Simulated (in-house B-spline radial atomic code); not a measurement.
Configurations of Ar, with energies counted from [Ne] 3s2 3p6. Method: scalar-relativistic (X2C) PBE0, spin-polarised, spherical fractional occupations, exact exchange averaged over the configuration, Fermi nucleus of rms radius 3.4274 fm. Calculated with an all-electron radial atomic-structure program (B-spline basis). Shells without spins written out take the highest spin.

Occupations are held fixed; configurations that lie above the ionisation limit could autoionise.

```json
{"configuration": "[Ne] 3s2 3p5 4s1", "E - E(ref) (eV)": "11.551", "highest orbital": "4s up", "its <r> (bohr)": "5.153"}
{"configuration": "[Ne] 3s2 3p5 4f1", "E - E(ref) (eV)": "14.843", "highest orbital": "4f up", "its <r> (bohr)": "16.93"}
{"configuration": "[Ne] 3s1 3p6 4s1", "E - E(ref) (eV)": "27.098", "highest orbital": "4s up", "its <r> (bohr)": "5.109"}
{"configuration": "[Ne] 3s1 3p6 3d1", "E - E(ref) (eV)": "29.388", "highest orbital": "3d up", "its <r> (bohr)": "7.319"}
{"configuration": "[Ne] 3s1 3p6 4d1", "E - E(ref) (eV)": "30.041", "highest orbital": "4d up", "its <r> (bohr)": "13.55"}
{"configuration": "[He] 2s2 2p5 3s2 3p6 4f1", "E - E(ref) (eV)": "247.91", "highest orbital": "4f up", "its <r> (bohr)": "16.94"}
```

**Question.** Order these further configurations by energy, lowest first.
A. [Ne] 3s1 3p6 4f1
B. [He] 2s2 2p5 3s2 3p6 4d1
C. [Ne] 3s2 3p5 4d1
D. [He] 2s2 2p5 3s2 3p6 4s1
E. [Ne] 3s2 3p5 3d1

**Answer.** E (13.854 eV), C (14.494 eV), A (30.424 eV), D (244.55 eV), B (247.54 eV).

**Question.** How far above the reference does [He] 2s2 2p5 3s2 3p6 3d1 lie?

**Answer.** 246.92 eV; its least bound orbital is 3d up with <r> = 7.53 bohr.
